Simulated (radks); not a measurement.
All-electron atom: the calcium ion Ca3+ in [Ne] 3s2 3p5 (the NIST ground configuration). Method: Dirac Kohn-Sham, PW91, spin-unpolarised, spherical densities, point nucleus; open shells fill j = l - 1/2 first; computed with a radial shooting solver on a logarithmic mesh with Libxc functionals. Some entries of the table are withheld. Estimate them.

orbital  occ.  eigenvalue (eV)  <1/r> (bohr^-1)
1s1/2       2        -3986.774            19.74
2s1/2       2        -450.1053            4.058
2p1/2       2              (1)            3.984
2p3/2       4              (2)            3.942
3s1/2       2         -79.3875              (3)
3p1/2       2         -60.0246            1.137
3p3/2       3         -59.5969            1.129

Answer. 
(1) 2p1/2 eigenvalue (eV): -373.2053
(2) 2p3/2 eigenvalue (eV): -369.5056
(3) 3s1/2 <1/r> (bohr^-1): 1.247
